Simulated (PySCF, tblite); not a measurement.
Isomers of C4H5O2P. Level: GFN2-xTB in tblite, geometry and Hessian alike; calculated harmonic values, unscaled, isolated species. Errors from tens to a few hundred cm⁻¹ against measured bands are possible. One conformer each.

Electronic energies: PBE0/pcSseg-1 single points on the GFN2-xTB geometries (PySCF, gas phase).

```csv
SMILES,"electronic energy, lowest = 0 (kcal/mol)"
COc1cpco1,5.5
CC(=O)CP=C=O,0.0
COc1occp1,3.4
COc1cocp1,11.8
```

How do GFN2-xTB zero-point energies change the relative energies?

```
      SMILES  ZPE (kcal/mol)  of it from modes above 1550 cm⁻¹  electronic (kcal/mol)  with ZPE, lowest = 0 (kcal/mol)  lowest mode (cm⁻¹)  rings
CC(=O)CP=C=O            51.1                              26.6                    0.0                              0.0                  58      0
   COc1occp1            52.8                              21.7                    3.4                              5.1                 107      1
   COc1cpco1            52.7                              21.8                    5.5                              7.1                  89      1
   COc1cocp1            52.7                              21.6                   11.8                             13.3                  94      1
```

The zero-point energies span 1.7 kcal/mol, from `CC(=O)CP=C=O` to `COc1occp1`. The order is unchanged.

And how do the electronic energies of GFN2-xTB itself compare?

`CC(=O)CP=C=O` 19.3; `COc1occp1` 0.1; `COc1cpco1` 0.0; `COc1cocp1` 3.0 kcal/mol, lowest = 0. Against the energies above, taken from the same isomer `CC(=O)CP=C=O`, the largest difference is 28.1 kcal/mol.

What do entropy and thermal enthalpy add at 298.15 K and 1 bar (rigid rotor, harmonic oscillator, one conformer each)?

```tsv
SMILES	point group	symmetry number	S (cal/(mol K))	H − H(0) (kcal/mol)	ZPE + H − H(0) − TS (kcal/mol)
CC(=O)CP=C=O	C1	1	89.1	5.64	30.1
COc1occp1	Cs	1	81.6	4.81	33.3
COc1cpco1	Cs	1	82.1	4.86	33.1
COc1cocp1	Cs	1	81.8	4.82	33.1
```
